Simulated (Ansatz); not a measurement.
`O[SiH](F)CF`. The species carries charge 0 and has multiplicity 1. All single points use the PBE0-D4/def2-TZVP geometry. It is one conformer, not always the lowest.

```xyz
9

O    -0.057   -0.428   -1.782
Si   -0.741    0.094   -0.402
F    -1.129    1.638   -0.503
C     0.490   -0.092    1.013
F     1.757    0.271    0.544
H     0.873   -0.228   -1.912
H    -1.988   -0.667   -0.191
H     0.545   -1.129    1.362
H     0.250    0.542    1.872
```

Q: What is the dipole moment at r2SCAN/def2-TZVPP? (Estimate.)

A: The calculation gave: 1.56 D, with components (0.24, -1.10, 1.08) D in this frame, pointing from negative to positive charge.

Q: And with PBE, B3LYP, ωB97M-V? (Estimate.)

A: Computed: PBE 1.52 D, B3LYP 1.63 D, ωB97M-V 1.60 D.

Q: Give the Mulliken charges with r2SCAN, B3LYP, PBE in def2-TZVPP. (Best estimate.)

A: The calculation gave: 
```
atom  r2SCAN  B3LYP    PBE
  O1   -0.41  -0.39  -0.35
 Si2    0.73   0.72   0.61
  F3   -0.32  -0.32  -0.28
  C4    0.00  -0.05  -0.07
  F5   -0.25  -0.26  -0.22
  H6    0.22   0.20   0.20
  H7   -0.10  -0.10  -0.10
  H8    0.07   0.10   0.09
  H9    0.07   0.10   0.10
```

B3LYP here is the variant with VWN-RPA as its local correlation; programs differ in this.
